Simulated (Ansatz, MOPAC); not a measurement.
Molecule: SiNH₂F₂, charge 0, multiplicity 2. SMILES: N[Si](F)F
Geometry: optimised at B3LYP-D3(BJ)/def2-TZVP (Ansatz, an electronic-structure program).

Property: enthalpy of formation at 298 K, in kcal/mol. Terms: open shells spin-unrestricted; spin-orbit terms left out; six Cartesian d functions in 6-31G* and its kin unless marked 5d; dispersion terms only where a functional's name holds one; 6-311+G** with 5d, 6d on Na to Ar in Ansatz; valence correlation only; non-relativistic. Basis-set limits of correlation are two-point, X^-3; Hartree-Fock from the larger set. First-principles rows: single points at B3LYP-D3(BJ) geometries (Ansatz), with unscaled harmonic terms from B3LYP/6-31G* (Ansatz) at its own minima, enthalpies of formation by atomisation with measured atoms. Semi-empirical rows: MOPAC heats of formation at their own minima for 298 K.

Coupled cluster (Ansatz) is a level with limits of its own, used here on species with T1 under 0.025 (0.045 for open shells) and stable references: CCSD(T)/CBS(aug-cc-pV(T+d)Z,aug-cc-pV(Q+d)Z).

Value to compare with, CCSD(T)/CBS(aug-cc-pV(T+d)Z,aug-cc-pV(Q+d)Z) (Ansatz): -170.3 kcal/mol.

| level | program | enthalpy of formation at 298 K (kcal/mol) | difference |
|---|---|---|---|
| PM6 | MOPAC | -170.1 | 0.2 |
| HF/STO-3G | Ansatz | 65.5 | 235.8 |
| SVWN5/6-31G* | Ansatz | -239.2 | -68.9 |
| PBE/3-21G | Ansatz | -128.5 | 41.8 |
| PBE/6-311+G** | Ansatz | -157.8 | 12.5 |
| MP2/6-311+G** | Ansatz | -132.0 | 38.3 |
| PBE/def2-TZVPD | Ansatz | -175.6 | -5.3 |
| B2PLYP-D3(BJ)/def2-TZVPD | Ansatz + dftd3 | -162.7 | 7.6 |

Among the 6 habitual levels, HF/STO-3G lies farthest from CCSD(T)/CBS(aug-cc-pV(T+d)Z,aug-cc-pV(Q+d)Z) (Ansatz) (235.8 kcal/mol) and PM6 nearest (0.2); 5 of 6 lie above it, and their mean absolute difference is 66.2 kcal/mol, the median 40.0. One case shows no general order.

The levels are drawn from those run, B3LYP/6-31G* more often than the rest, none by its result; left out are runs that failed, that the program found above a lower state of the same kind, or whose <S^2> lies over 0.5 above the pure value.
